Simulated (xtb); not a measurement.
Br3In, singlet, from a rough starting geometry (GFN-xTB shapes and energies of metal compounds can be far from the true ones).

The xtb input:
```
$ xtb mol.xyz --gfn 2 --opt vtight --json

# file mol.xyz
4

In    -0.02692233    -0.00330511     0.00566807
Br    -1.97149974    -1.51406937    -0.21659423
Br     0.04869547     2.18946215    -1.13001298
Br     2.05728861    -0.75053759     1.31116605
```

Question: Give the HOMO-LUMO gap at the level GFN2-xTB (xtb).

Answer: 2.56 eV

Question: Predict the dipole moment from GFN2-xTB.

Answer: 0.00 D

Question: Give the total energy at the end of the optimisation at the level GFN2-xTB.

Answer: -13.6387 Eh
